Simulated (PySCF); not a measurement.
**NMR parameters from quadrupole coupling constants**

C₄H₅ClO₂S₂Si.
Z-matrix (Å and degrees, PBE0-D3(BJ)/def2-SVP geometry), rows numbered from 1:
```
O 
S   1  1.4444
O   2  1.4444  1  123.17
Cl  2  2.0923  1  106.20  3  -122.77
C   2  1.7427  1  109.14  3   129.36
C   5  1.3742  2  125.64  1    19.14
C   6  1.4149  5  110.96  2   179.07
C   7  1.3844  6  113.56  5    -0.39
Si  8  1.8789  7  126.95  6  -179.71
S   5  1.7174  2  121.30  1  -162.23
H   6  1.0904  5  123.06  2    -1.35
H   7  1.0914  6  123.54  5   179.18
H   9  1.4915  8  110.09  7  -125.67
H   9  1.4904  8  106.86  7    -5.65
H   9  1.4918  8  110.18  7   114.12
```

Computed at PBE0/pcSseg-1 (PySCF, non-relativistic):

```
atom            environment  nucleus  spin I    Q (b)  CQ = χzz (MHz)      η
  O1        sulfonyl oxygen      17O     5/2  -0.0256          -8.441  0.141
  S2        sulfonyl sulfur      33S     3/2  -0.0678         -11.964  0.465
  O3        sulfonyl oxygen      17O     5/2  -0.0256          -8.433  0.192
 Cl4   chlorine bonded to S     35Cl     3/2  -0.0817         -72.073  0.044
 S10  thiophene-type sulfur      33S     3/2  -0.0678         -31.161  0.481
```

Task: Work back to Vxx, Vyy and Vzz; CQ/MHz = 234.96 (Q/b)(Vzz/au).

Result: The tensor is traceless, so η fixes the two smaller values:

```
atom  Vxx (au)  Vyy (au)  Vzz (au)  Vzz (10²¹ V/m²)
  O1    -0.603    -0.801     1.403            13.64
  S2    -0.201    -0.550     0.751             7.30
  O3    -0.566    -0.836     1.402            13.62
 Cl4    -1.795    -1.959     3.754            36.48
 S10    -0.508    -1.448     1.956            19.01
```

Task: PQ = |CQ|√(1 + η²/3), νQ = 3|CQ|/[2I(2I − 1)], ν0 = |g|·7.62259 MHz/T·B with g(17O) = −0.75752, g(33S) = 0.42921, g(35Cl) = 0.54792: values at 16.45 T?

Result: 
```csv
atom,PQ (MHz),νQ (MHz),ν0 (MHz),νQ/ν0
O1,8.469,1.266,94.99,0.013
S2,12.39,5.982,53.82,0.111
O3,8.485,1.265,94.99,0.013
Cl4,72.10,36.04,68.70,0.525
S10,32.34,15.58,53.82,0.289
```

For O1: PQ = 8.441 × 1.0033, νQ = 8.441 × 0.1500, ν0 = 5.7742 MHz/T × 16.45 T.

For Cl4 νQ isn't small against ν0, so the high-field expansions of solid-state NMR fail there at this field.

Task: For half-integer spins with νQ below a tenth of ν0, find the second-order shift of the centre of gravity of the central transition at 16.45, 18.8 and 23.5 T.

Result: From −(3/40)(PQ/ν0)²[I(I + 1) − 3/4]/[I(2I − 1)]², which goes as 1/B² (ppm):

```
     site  16.45 T  18.8 T  23.5 T
17O at O1    -47.7   -36.5   -23.4
17O at O3    -47.9   -36.7   -23.5
```

Task: Quadrupolar 1/T1 and linewidth for τc = 1.5 ps (extreme narrowing, isotropic tumbling)?

Result: Rate = (3π²/10) PQ² τc (2I + 3)/[I²(2I − 1)], the same for T1 and T2; width = rate/π.

```csv
site,spin factor (2I + 3)/[I²(2I − 1)],1/T1 (s⁻¹),T1 (ms),linewidth (Hz)
17O at O1,0.320,102,9.81,32.4
33S at S2,1.333,909,1.1,289
17O at O3,0.320,102,9.77,32.6
35Cl at Cl4,1.333,30800,0.0325,9800
33S at S10,1.333,6190,0.161,1970
```

The couplings are those of the rigid, isolated species; surroundings and motion change them. These gradients aren't converged with respect to the basis.

One conformer stands for the species.
